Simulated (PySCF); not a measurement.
Geometry:
```tsv
atom	x (Å)	y (Å)	z (Å)
B1	-0.322	0.120	0.001
C2	1.226	0.278	-0.123
C3	2.109	-0.459	0.571
H4	1.641	1.081	-0.747
H5	1.781	-1.254	1.248
H6	3.190	-0.283	0.517
C7	-1.269	1.345	-0.207
C8	-0.853	2.584	-0.520
H9	-2.352	1.200	-0.095
H10	0.209	2.818	-0.647
H11	-1.547	3.420	-0.662
C12	-0.971	-1.259	0.334
C13	-0.451	-2.446	-0.022
H14	-1.967	-1.274	0.801
H15	0.514	-2.510	-0.536
H16	-0.972	-3.394	0.155
```

How the numbers were obtained: geometry: PBE0-D3(BJ)/def2-SVP, shielding tensors at B3LYP/pcSseg-1 (GIAO), in PySCF 2.14 (a single conformation, non-relativistic Hamiltonian, one averaged value for each set of equivalent atoms, in vacuum).

Chemical shifts δ = σref − σ; $^{13}$C (σ = 179.24 ppm), $^{1}$H (σ = 31.38 ppm) vs TMS; $^{11}$B (σ = 97.83 ppm) against BF3·OEt2, all at this level.

```json
{"atoms": "H4/H9/H14", "nucleus": "$^{1}$H", "count": "3", "δ (ppm)": "6.94"}
{"atoms": "C3/C8/C13", "nucleus": "$^{13}$C", "count": "3", "δ (ppm)": "149.8"}
{"atoms": "H5/H6/H10/H11/H15/H16", "nucleus": "$^{1}$H", "count": "6", "δ (ppm)": "?"}
{"atoms": "B1", "nucleus": "$^{11}$B", "count": "1", "δ (ppm)": "54.3"}
{"atoms": "C2/C7/C12", "nucleus": "$^{13}$C", "count": "3", "δ (ppm)": "?"}
```

Complete the table.

Results:


- C2/C7/C12: 151.9 ppm, carbon bonded to C, B, H
- H5/H6/H10/H11/H15/H16: 6.42 ppm, hydrogen on a carbon bonded to C

A carbon bonded to boron is broadened by the quadrupolar boron nucleus and is often missing from a measured spectrum. Shifts are as computed. Against solution values, carbons near 30 ppm lie about +2 ppm off and those near 130 ppm about +6 ppm. Of 1309 compounds with measured shifts, 239 miss one by over three times the rms of a fit or turn the order of signals round; such compounds aren't used in these exercises.
